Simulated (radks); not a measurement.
Spherical quantum dot in the effective-mass picture: electrons in a well V = -V0 / (1 + exp((r - R)/a)) with V0 = 58.3, R = 1.57, a = 0.056, with a point charge +1 (a donor) at the centre, all in effective atomic units (hartree* = m*/eps^2 hartree, bohr* = eps/m* bohr), one dielectric constant everywhere. Method: non-relativistic Kohn-Sham, r2SCAN, spin-polarised, spherical densities, generalised Kohn-Sham scheme; computed with a radial shooting solver with Libxc functionals. Levels are named by radial order and angular momentum (1s, 1p, 1d, 2s, ...), and open shells are averaged over m. Results are scaled to m* = 0.255 and eps = 8.1, for which hartree* = 105.8 meV and bohr* = 1.681 nm.

N = 7, configuration 1s2 1p(up 3, down 2). This is the lowest configuration that the search found. Occupied levels:

| level | occupation | eigenvalue (meV) | <r> (nm) |
|---|---|---|---|
| 1s up | 1 | -5482.0 | 1.359 |
| 1s down | 1 | -5474.8 | 1.353 |
| 1p up | 3 | -5268.1 | 1.632 |
| 1p down | 2 | -5258.0 | 1.632 |

Energy (meV): total -39588.2, kinetic 2244.0, external -43783, Hartree 2511.0, exchange-correlation -559.91.
